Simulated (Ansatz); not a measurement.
Mg2O2⁻ was relaxed with B3LYP-D4 (def2-TZVPD) in Ansatz in these states: charge -1 doublet, charge -1 quartet. The geometries follow in no particular order.

A:

Cartesian coordinates in Å:
```
Mg 0.4066 -1.3953 -0.0042
Mg -0.4076 1.3950 -0.0015
O 1.1815 0.3450 -0.2126
O -1.1805 -0.3447 0.2183
```

B:

```csv
atom,x (Å),y (Å),z (Å)
Mg1,-0.0363,-0.8758,-0.8643
Mg2,0.0363,0.8757,0.8644
O3,1.3143,0.3792,-0.4394
O4,-1.3143,-0.3791,0.4393
```

**Question.** Judge from the bond lengths which geometry belongs to which state (an estimate).

**Answer.** A is the charge -1 quartet (Mg1–Mg2 2.907 Å, Mg2–O4 1.916 Å, Mg2–O3 1.916 Å); B is the charge -1 doublet (Mg1–Mg2 2.462 Å, Mg2–O4 1.892 Å, Mg2–O3 1.892 Å).

At B3LYP-D4/def2-TZVPD the highest occupied level of the charge -1 quartet lies above zero (up to 0.12 eV). It is a level of α spin, whose loss leaves a triplet; that state wasn't run at this geometry and level. The electron is either unbound and held by the finite basis, or the level is raised by self-interaction error. At B3LYP-D4/def2-TZVPD the highest occupied level of the charge -1 doublet lies above zero (up to 0.16 eV). By energy differences its removal costs 1.30 eV (vertical, to the charge 0 singlet, at PBE0-D4/def2-TZVPD). At PBE0-D4/def2-TZVPD a doublet lies 0.93 eV below the charge -1 quartet. These are the stationary points nearest to one start from a short search; other shapes may lie lower in each state.
